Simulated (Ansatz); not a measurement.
The cluster Au₂F₂ (the lowest singlet isomer of a short search). Total charge 0; singlet. Geometry PBE0-D4/def2-TZVP, basis def2-TZVP, Ansatz.

```tsv
atom	x (Å)	y (Å)	z (Å)
Au1	-1.2134	-1.0312	-1.0556
Au2	0.3947	0.3354	0.3433
F3	0.3561	-0.9908	1.7251
F4	0.4627	1.6866	-1.0129
```

| run | HOMO (eV) | LUMO (eV) |
| --- | --- | --- |
| A | -7.67 | -5.40 |
| B | -10.68 | -2.95 |
| C | -8.38 | -4.96 |
| D | -6.62 | -5.66 |
| E | -7.03 | -5.70 |

In the def2 sets Au takes a core potential; there is no spin–orbit coupling. The structure comes from a short search, and lower isomers may exist.

Question: The runs used PBE0, r2SCAN, r2SCANh, revPBE, ωB97X-V. Estimate which is which.

Answer: A r2SCANh (10 % exact exchange); B ωB97X-V (range-separated); C PBE0 (25 % exact exchange); D revPBE (0 % exact exchange); E r2SCAN (0 % exact exchange). Exact exchange lowers occupied and raises empty levels; among semilocal functionals meta-GGAs tend to open the gap a little, and such runs are hard to tell apart. The gap grows from 0.97 eV (revPBE) to 7.72 eV (ωB97X-V).
